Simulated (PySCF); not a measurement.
Species: BrH5SeSi2.
Numbering: `[SiH3:1][Se:2][SiH2:3][Br:4]` (hydrogens: H5, H6, H7 on Si1; H8, H9 on Si3)

Cartesian coordinates in Å at the PBE0-D3(BJ)/def2-SVP level; atoms count from 1:
```
atom  x, y, z in Å
Si1   -1.5589   -0.3110    0.5178
Se2   -0.3277    1.5989    0.1923
Si3    1.4922    0.5102   -0.6120
Br4    2.2331   -1.0229    0.8278
H5    -2.9847    0.1225    0.5227
H6    -1.2168   -0.9530    1.8174
H7    -1.3047   -1.2621   -0.6040
H8     2.5569    1.5275   -0.8219
H9     1.1826   -0.2149   -1.8748
```

Computed, not measured: PBE0-D3(BJ)/def2-SVP geometry optimisation, gas phase (PySCF).

Take the most abundant isotopes and a rigid rotor. The values belong to one conformer with, in the numbering `[SiH3:1][Se:2][SiH2:3][Br:4]`, Si1–Se2–Si3–Br4 -56°.

(1) Give the principal moments of inertia and the rotational constants in cm⁻¹.

(2) Classify the top.

(3) What does the inertial defect say?

(4) Give the other two planar moments, Paa and Pbb, and the rms extents of the mass along the axes.

(5) List the rotational levels J(Ka,Kc) to J = 5 (MHz).

(6) Which types of transition are allowed, and where do some lines up to J = 4 fall?

(7) Estimate the classical rotational partition function at 10 K, 100 K and 500 K.

Answers

(1) Ia = 188.45, Ib = 643.16, Ic = 770.06 u·Å²; 505379 MHz·u·Å²/I gives 2682, 785.8 and 656.3 MHz, that is A = 0.08945, B = 0.02621, C = 0.02189 cm⁻¹.

(2) An asymmetric top: κ = (2 × 785.8 − 2682 − 656.3)/(2682 − 656.3) = -0.87.

(3) Not planar: Δ = Ic − Ia − Ib = -61.55 u·Å². For a rigid frame Δ = −2 Σ m c², so Σ m c² = 30.78 u·Å² lies off the ab plane: 8.22 from hydrogen and 22.55 from heavier atoms. The atom farthest from that plane is 2.17 Å away.

(4) Paa = Σ m a² = (Ib + Ic − Ia)/2 = 612.38 and Pbb = Σ m b² = (Ia + Ic − Ib)/2 = 157.68 u·Å². With the mass M = 219.83 u, the rms extents √(P/M) along a, b and c are 1.67, 0.85, 0.37 Å.

(5) Above 0(0,0):
J = 1: 1(0,1) 1442, 1(1,1) 3338, 1(1,0) 3468
J = 2: 2(0,2) 4320, 2(1,2) 6093, 2(1,1) 6481, 2(2,1) 12169, 2(2,0) 12175
J = 3: 3(0,3) 8620, 3(1,3) 10221, 3(1,2) 10997, 3(2,2) 16495, 3(2,1) 16527, 3(3,1) 26303, 3(3,0) 26303
J = 4: 4(0,4) 14326, 4(1,4) 15718, 4(1,3) 17011, 4(2,3) 22258, 4(2,2) 22354, 4(3,2) 32083, 4(3,1) 32085, 4(4,1) 45797, 4(4,0) 45797
J = 5: 5(0,5) 21412, 5(1,5) 22578, 5(1,4) 24515, 5(2,4) 29455, 5(2,3) 29673, 5(3,3) 39314, 5(3,2) 39319, 5(4,2) 53022, 5(4,1) 53022, 5(5,1) 70655, 5(5,0) 70655
The levels of one J sum to (2J + 1)J(J + 1)(A + B + C)/3.

(6) The dipole components are |μa| = 0.49 D, |μb| = 0.21 D, |μc| = 0.82 D. Intensities carry the squares of the components, which stand as 0.35 : 0.06 : 1.00 (a : b : c). Some lines, for components of 0.1 D or more:

```
type  branch         J(Ka,Kc)    MHz  lower level (cm⁻¹)
   c       Q  4(1,4) ← 4(0,4)   1392               0.478
   c       Q  3(1,3) ← 3(0,3)   1600               0.288
   b       Q  1(1,0) ← 1(0,1)   2025               0.048
   a       R  2(0,2) ← 1(0,1)   2878               0.048
   a       R  3(2,1) ← 2(2,0)   4352               0.406
   c       Q  3(2,2) ← 3(1,2)   5498               0.367
   c       Q  2(2,1) ← 2(1,1)   5688               0.216
   a       R  4(0,4) ← 3(0,3)   5705               0.288
   b       Q  3(3,0) ← 3(2,1)   9776               0.551
   b       Q  4(3,2) ← 4(2,3)   9825               0.742
   c       R  3(2,1) ← 2(1,1)  10046               0.216
   b       Q  4(4,0) ← 4(3,1)  13712               1.070
   b       Q  4(4,1) ← 4(3,2)  13714               1.070
   b       R  3(3,0) ← 2(2,1)  14134               0.406
   b       R  4(3,1) ← 3(2,2)  15589               0.550
```

(7) Point group C1, symmetry number σ = 1; q = (√π/σ)·√((kT/h)³/(ABC)), k/h = 20836.6 MHz/K: 4530 at 10 K, 143000 at 100 K, 1600000 at 500 K.

No PBE0-D3(BJ)/def2-SVP frequencies stand behind this structure, so it isn't proved a minimum. No vibrational averaging or centrifugal distortion is included, and the geometry carries the error of its method. A rigid rotor knows nothing of internal rotation, which can split or shift real lines. Quadrupole hyperfine structure (79Br) is left out.
